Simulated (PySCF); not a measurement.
PySCF input file for MgO, SMILES [O]=[Mg], IEF-PCM-ωB97X/def2-TZVPD. Geometry optimised at r2SCAN-D4/def2-TZVPD.

```python
import numpy as np
from pyscf import gto, scf, dft
from pyscf.solvent import pcm

mol = gto.M(
    atom='''
    Mg    0.00000000    0.00000000   -0.69521508
    O     0.00000000    0.00000000    1.04282262
    ''',
    basis='def2-TZVPD',
    charge=0,
    spin=0,
    max_memory=1600,
    verbose=3,
)
mf = dft.RKS(mol, xc='wb97x').density_fit(auxbasis='def2-universal-jkfit')
mf.grids.level = 3
mf.conv_tol = 1e-9
mf.max_cycle = 100
mf.kernel()
res = {}
for name, eps in {'water': 78.355, 'methanol': 32.613, '1-octanol': 9.8629}.items():
    s = mf.PCM()
    s.with_solvent.method, s.with_solvent.eps, s.with_solvent.lebedev_order = 'IEF-PCM', eps, 29
    s.kernel(mf.make_rdm1())
    res[name] = (s.e_tot, eps, s.dip_moment(), s.mo_energy, s.converged)
    print(f'{name}: electrostatic solvation free energy {(s.e_tot - mf.e_tot) * 627.509474:.3f} kcal/mol')
```

It prints:

```
converged SCF energy = -275.210259053431

WARN: PCM is an experimental feature. It is still in testing.
Features and APIs may be changed in the future.

converged SCF energy = -275.298740193316
Dipole moment(X, Y, Z, Debye): -0.00000, -0.00000, -13.94800
water: electrostatic solvation free energy -55.523 kcal/mol

WARN: PCM is an experimental feature. It is still in testing.
Features and APIs may be changed in the future.

converged SCF energy = -275.295762699781
Dipole moment(X, Y, Z, Debye): -0.00000, -0.00000, -13.84150
methanol: electrostatic solvation free energy -53.654 kcal/mol

WARN: PCM is an experimental feature. It is still in testing.
Features and APIs may be changed in the future.

converged SCF energy = -275.284688779406
Dipole moment(X, Y, Z, Debye): -0.00000, -0.00000, -13.42004
1-octanol: electrostatic solvation free energy -46.705 kcal/mol
```

The run converged.
